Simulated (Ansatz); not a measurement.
Energy landscape of H2N (cation, charge +1), triplet: symmetric bend, bond length relaxed. Scanned: H-N-H angle. Other coordinates (N-H bond length) were minimised at PBE0/def2-TZVP.

The free coordinates were minimised at PBE0/def2-TZVP in PySCF; the energy column is full CI/aug-cc-pVDZ, frozen core (Ansatz, a program for electronic structure), in eV.

```
a / °   N-H bond length / Å      E
------  -------------------  -----
171.37                1.033  0.033
162.45                1.034  0.015
149.08                1.035  0.000
140.29                1.036  0.025
127.98                1.038  0.145
122.43                1.040  0.242
107.95                1.045  0.652
101.38                1.049  0.923
87.70                 1.058  1.686
78.51                 1.066  2.371
```

The scan ran from 180.0 to 60.0; beyond the range shown the relaxed coordinates jump or full CI changes its symmetry label.
